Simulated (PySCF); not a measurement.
# Finite-field polarisability of Bi (bismuth, neutral)

[Xe] 4f14 5d10 6s2 6p3, high-spin 4S determinant. Computed with PySCF 2.14 in aug-cc-pwCVTZ-PP with ECP60MDF, with scalar relativity through the core potential. Frozen: 5s2 5p6 5d10. Energy changes in a uniform field (μhartree):

| axis | F (au) | HF | MP2 | CCSD | CCSD(T) |
| --- | --- | --- | --- | --- | --- |
| x | 0.002 | -100.344 | -100.739 | -101.042 | -101.242 |
| x | 0.004 | -401.720 | -403.297 | -404.512 | -405.316 |

Task: Derive α along x at CCSD(T) from the two fields.

Result: With ΔE = −αF²/2 − γF⁴/24, α = −(16 ΔE(F) − ΔE(2F))/(6F²) = 50.61 bohr³.

Task: And the mean polarisability at each level?

Result: HF 50.16, MP2 50.36, CCSD 50.51, CCSD(T) 50.61 bohr³. Reference: 48 ± 4 bohr³ (recommended; Schwerdtfeger and Nagle, table of static dipole polarizabilities (2023 update)).

Spin-orbit coupling is strong in this species (close to jj coupling), so the high-spin LS determinant is a model state, not a physical level.
